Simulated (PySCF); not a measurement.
# Solvent effects on NMR parameters

Molfile (atoms numbered from 1):
```
C4H6O2S
     RDKit          3D

 13 13  0  0  0  0  0  0  0  0999 V2000
   -0.0415   -1.5186    1.6364 O   0  0  0  0  0  0  0  0  0  0  0  0
    0.1461   -1.3206    0.2044 S   0  0  0  0  0  6  0  0  0  0  0  0
    0.4621   -2.4385   -0.6755 O   0  0  0  0  0  0  0  0  0  0  0  0
    1.3313    0.0455   -0.0204 C   0  0  0  0  0  0  0  0  0  0  0  0
    0.4614    1.2557   -0.1032 C   0  0  0  0  0  0  0  0  0  0  0  0
   -0.8455    1.0437   -0.3045 C   0  0  0  0  0  0  0  0  0  0  0  0
   -1.2820   -0.3788   -0.4237 C   0  0  0  0  0  0  0  0  0  0  0  0
    1.9040   -0.1577   -0.9390 H   0  0  0  0  0  0  0  0  0  0  0  0
    2.0083    0.0284    0.8468 H   0  0  0  0  0  0  0  0  0  0  0  0
    0.8866    2.2556    0.0120 H   0  0  0  0  0  0  0  0  0  0  0  0
   -1.5731    1.8567   -0.3670 H   0  0  0  0  0  0  0  0  0  0  0  0
   -2.1447   -0.6460    0.2048 H   0  0  0  0  0  0  0  0  0  0  0  0
   -1.4657   -0.7048   -1.4596 H   0  0  0  0  0  0  0  0  0  0  0  0
  1  2  2  0
  2  3  2  0
  2  4  1  0
  4  5  1  0
  5  6  2  0
  6  7  1  0
  7  2  1  0
  4  8  1  0
  4  9  1  0
  5 10  1  0
  6 11  1  0
  7 12  1  0
  7 13  1  0
M  END
```

GIAO PBE0/pcSseg-1 in PySCF 2.14 on one PBE0-D3(BJ)/def2-SVP conformer, non-relativistic, equivalent nuclei averaged. Solvents enter as an IEF-PCM continuum (cyclohexane with ε = 2.0, water with ε = 78.4) around the gas-phase geometry. Shifts are referred to CS2, TMS computed in the same medium.

Gas phase, δ in ppm: S2 340.3, C5/C6 134.0, C4/C7 61.9, H10/H11 6.17, H8/H9/H12/H13 3.49. Dipole moment 4.71 D.

Question: How does each δ change in the continuum?

Answer: 
| atoms | environment | Δδ, cyclohexane | Δδ, water |
| --- | --- | --- | --- |
| S2 | sulfone sulfur | +5.6 | +12.0 |
| C5/C6 | alkene CH | +0.9 | +1.8 |
| C4/C7 | allylic sp3 CH2 bonded to S | +0.6 | +2.3 |
| H10/H11 | hydrogen on an alkene CH | +0.11 | +0.25 |
| H8/H9/H12/H13 | hydrogen on an allylic sp3 CH2 bonded to S | +0.11 | +0.31 |

Changes are relative to the gas phase. The dipole moment becomes 5.21 D in cyclohexane, 5.95 D in water.

Question: Which of the listed nuclei move most (in ppm), and what does the model miss? (N and O are left out, as their reference compounds move with the solvent too.)

Answer: S2 (sulfone sulfur, +12.0 ppm) in water. A continuum only polarises the solute; specific hydrogen bonds, the anisotropy of aromatic solvents and changes of geometry or conformer are outside it.
